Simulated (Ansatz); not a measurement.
Reaction (ligand exchange at the Si–O bond): `O[SiH2][O][AlH2]` + `[SH][GeH3]` → `O[SiH2][S][GeH3]` + `[OH][AlH2]`

Calculated with Ansatz (gas phase, PBE0-D4/def2-TZVP geometries, no zero-point term in ΔE). CCSD(T)/CBS is the MP2 limit (def2-TZVPP, def2-QZVPP) plus CCSD(T) − MP2 in def2-TZVPP, frozen cores. This one scheme is used for every species. Functionals use def2-TZVPP. For Ge outer-core shells are correlated without core-valence functions, which leaves a few kJ/mol of doubt a bond. Scalar relativity is left out up to krypton. Each species was taken in one conformer, which may not be the lowest.

```csv
level,ΔE (kJ/mol),difference from CCSD(T)/CBS
PBE-D4,43.4,-15.4
r2SCAN-D4,56.5,-2.3
ωB97M-V,59.6,0.8
r2SCAN,57.4,-1.4
PBE0,53.3,-5.5
HF/def2-TZVPP,87.9,29.1
CCSD/def2-TZVPP,68.2,9.4
CCSD(T)/def2-TZVPP,63.2,4.4
HF/CBS(def2),90.7,31.9
CCSD/CBS(def2),63.8,5.0
CCSD(T)/CBS,58.8,0
```

Largest T1 diagnostic among the species: 0.012.

From PBE to PBE0 (25 % exact exchange), in def2-TZVPP and without D4, ΔE moves by +6.0 kJ/mol. In def2-TZVPP, CCSD(T) changes the Hartree–Fock value by −24.7 kJ/mol (the triples alone add −5.0 kJ/mol) and MP2 by −29.6 kJ/mol.
